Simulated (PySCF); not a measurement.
H₂BeO₂ (SMILES [OH][Be][OH]), singlet, geometry from GFN2-xTB (such geometries of metal compounds can be far from the true shape). Base run: PySCF with CAMB3LYP/6-31+G*, polarisability.

Here is a job for PySCF.
```python
from pyscf import gto, scf, dft
from pyscf.prop import polarizability

mol = gto.M(
    atom='''
Be    0.000984   -0.012223   -0.002060
O     1.016366    0.231914   -0.911399
H     1.700050    0.445902   -1.518987
O    -1.015826   -0.238629    0.910267
H    -1.708308   -0.343285    1.536281
''',
    basis='6-31+g*',
    charge=0,
    spin=0,
    verbose=4,
)

mf = dft.RKS(mol)
mf.xc = 'camb3lyp'
mf.kernel()
alpha = mf.Polarizability().polarizability()[2, 2]
print('alpha_zz =', alpha)
```

Variants of this job, named by their change:

```
change                                         alpha_zz (bohr³)  basis functions  core-seconds (rough)
---------------------------------------------  ----------------  ---------------  --------------------
base                                                      19.47               58                    10
basis = cc-pVDZ                                           18.24               52                    10
basis = 6-31G                                             15.08               31                     6
basis = def2-SVPD                                         23.39               74                    20
basis = STO-3G                                            12.55               17                     3
basis = 6-31G*                                            17.08               46                    10
finite field (a.u.) = 0.001; conv_tol = 1e-11             19.47               58                    10
finite field (a.u.) = 2e-4; conv_tol = 1e-6               19.15               58                     9
finite field (a.u.) = 0.02; conv_tol = 1e-11              19.55               58                    20
basis = def2-SVP                                          16.85               47                     9
functional = lda,vwn                                      21.14               58                     4
functional = pbe0                                         19.46               58                     6
```

Finite-field rows take the second difference of the energy in a field along z; a small field with loose convergence shows SCF noise divided by the square of the field, and a large one adds hyperpolarisability.
